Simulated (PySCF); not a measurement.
## SeN: one state, many levels of theory

State: ²Π (doublet), unpaired electrons π ↑. Set-up: PySCF, spin-free X2C with a Gaussian nucleus, basis sets Se x2c-TZVPPall, N x2c-TZVPPall. De refers to Se + N in their high-spin ground configurations, without counterpoise correction. The functionals are run spin-unrestricted. A positive dipole means Se(−)N(+). Levels whose curve was spin-contaminated or gave no clean fit are not listed.

```csv
Level,Re (Å),ωe (cm⁻¹),De (eV),μ (D)
UHF-CCSD,1.647,999,3.02,n/a
UHF-CCSD(T),1.661,952,3.48,n/a
PBE,1.662,966,4.48,-2.12
BP86,1.664,959,4.50,-2.12
r²SCAN,1.647,997,3.75,-2.06
PBE0,1.638,1019,3.67,-2.14
B97-3,1.640,1023,3.70,-2.19
MN15,1.626,1054,3.57,-2.25
```

The bond length runs from 1.626 Å (MN15) to 1.664 Å (BP86). De spans 3.02 eV (UHF-CCSD, coupled cluster) to 4.50 eV (BP86, GGA).

Correlated steps freeze 10 core orbitals. Spin–orbit coupling is left out. The state was picked by a PBE0 search and need not be the measured ground state.

The whole job (state search and all levels along the bond) took about 15 min on 1 thread of Arm Neoverse V2 (shared host), peak memory 1.8 GiB.
